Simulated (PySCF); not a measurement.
This PySCF input asks for the NMR shieldings of `C=C/C=C(\C=C)[SiH2]Cl`, C6H9ClSi; the geometry comes from GFN2-xTB.

```python
import basis_set_exchange as bse
import numpy as np
from pyscf import gto, dft
from pyscf.prop import nmr

atoms = """
C     2.927559   -1.315402   -0.734788
C     1.980107   -0.423986   -0.444433
C     0.602389   -0.792255   -0.251481
C    -0.445741    0.012161    0.050665
C    -0.290039    1.443041    0.224736
C    -1.275859    2.294725    0.492587
Si   -2.153461   -0.783968    0.247709
Cl   -2.821970   -0.546908    2.142424
H     2.702187   -2.363960   -0.841269
H     3.955990   -1.030265   -0.874118
H     2.252525    0.616917   -0.347507
H     0.412190   -1.852577   -0.369531
H     0.711602    1.839797    0.127743
H    -1.086441    3.347992    0.612143
H    -2.299348    1.981059    0.607746
H    -2.040997   -2.221105    0.006509
H    -3.137692   -0.193235   -0.659046
"""
names = dict.fromkeys(["C", "Si", "Cl", "H"], "pcSseg-1")
basis = {el: gto.basis.parse(bse.get_basis(n, elements=[el], fmt="nwchem")) for el, n in names.items()}
mol = gto.M(atom=atoms, basis=basis, charge=0, verbose=0)
mf = dft.RKS(mol, xc="PBE0")
mf.grids.level = 2
mf.grids.alignment = dft.numint.BLKSIZE   # the property module wants whole blocks of grid points
mf.conv_tol = 1e-9
mf.kernel()

calc = nmr.RKS(mf)   # GIAO
C = mf.mo_coeff
Co = C[:, mf.mo_occ > 0]
resp = mf.gen_response(singlet=True, hermi=2)
def vind(x):   # induced exchange potential for any number of trial vectors
    d = np.einsum("pi,xij,qj->xpq", C, 2 * x.reshape(-1, C.shape[1], Co.shape[1]), Co, optimize=True)
    return np.einsum("xpq,pi,qj->xij", resp(d - d.transpose(0, 2, 1)), C, Co, optimize=True).ravel()
mo1, _ = nmr.rhf.solve_mo1(calc, with_cphf=vind)
sigma = calc.kernel(mo1)
for i, s in enumerate(sigma):   # ppm
    w = np.linalg.eigvalsh((s + s.T) / 2)
    print("%2d %-2s iso %8.1f  s11 %8.1f  s22 %8.1f  s33 %8.1f" % (i, mol.atom_pure_symbol(i), w.mean(), *w))
```

Problem. What are the results?

Solution. 
```
 0 C  iso     55.3  s11    -52.7  s22     58.5  s33    160.3
 1 C  iso     48.6  s11    -69.8  s22     44.1  s33    171.5
 2 C  iso     36.5  s11    -63.8  s22     39.5  s33    133.9
 3 C  iso     43.8  s11    -41.5  s22     14.0  s33    159.1
 4 C  iso     47.2  s11    -70.2  s22     47.5  s33    164.2
 5 C  iso     59.1  s11    -45.1  s22     59.8  s33    162.7
 6 Si iso    365.0  s11    325.8  s22    367.7  s33    401.5
 7 Cl iso    992.5  s11    948.5  s22    978.0  s33   1051.0
 8 H  iso     26.0  s11     22.8  s22     25.4  s33     29.8
 9 H  iso     25.9  s11     23.6  s22     25.1  s33     29.2
10 H  iso     24.4  s11     21.8  s22     22.0  s33     29.5
11 H  iso     25.2  s11     22.1  s22     22.6  s33     30.7
12 H  iso     24.4  s11     21.3  s22     22.9  s33     28.9
13 H  iso     26.0  s11     24.1  s22     25.1  s33     28.8
14 H  iso     25.9  s11     22.7  s22     25.2  s33     29.8
15 H  iso     26.6  s11     22.6  s22     25.5  s33     31.8
16 H  iso     26.1  s11     23.2  s22     24.2  s33     30.8
```

These numbers come from an equivalent density-fitted implementation of the same equations, which agrees with the script to about 0.01 ppm for H and up to a few tenths of a ppm for heavy atoms, so last digits may differ.

Problem. Turn these shieldings into chemical shifts. Shifts are taken against calculated references (same method and geometry level): ¹³C (186.93 ppm), ²⁹Si (349.16 ppm), ¹H (31.72 ppm) against TMS; ³⁵Cl (949.78 ppm) vs HCl.

Solution. Averaging equivalent atoms: C 2: 150.4; C 3: 143.1; C 4: 139.8; C 1: 138.3; C 0: 131.6; C 5: 127.8; Si 6: -15.8; Cl 7: -43; H 12: 7.32; H 10: 7.30; H 11: 6.56; H 14: 5.82; H 9: 5.77; H 13: 5.74; H 8: 5.73; H 15/16: 5.36 ppm. 

Size and cost of the density-fitted run: 195 basis functions, 65 s wall time on 1 thread of an Arm Neoverse N1, shared host; peak memory 0.87 GiB.
